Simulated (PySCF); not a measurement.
## SbF2: breathing scan

All numbers come from UPBE0/[Sb def2-TZVP with ECP28, F def2-TZVP], scalar-relativistic core potentials, density fitting, no spin–orbit coupling, PySCF.

Rigid scan from the doublet minimum (Sb–F 1.904 Å (×2); F–Sb–F 95.0°). Coordinate: all bonds to the central atom scaled together. Energies in kJ/mol from the minimum.

```tsv
scale of all bonds to the centre	E (kJ/mol)	dipole size (D)	⟨S²⟩
0.88	191.4	1.45	0.75
0.92	73.4	2.05	0.75
0.96	15.9	2.65	0.75
1.00	0.0	3.23	0.75
1.04	12.3	3.80	0.75
1.08	43.4	4.34	0.75
1.14	111.6	5.10	0.75
1.22	221.5	6.01	0.76
1.35	405.7	7.16	0.79
```

With an element this heavy the missing spin–orbit coupling can shift these numbers.
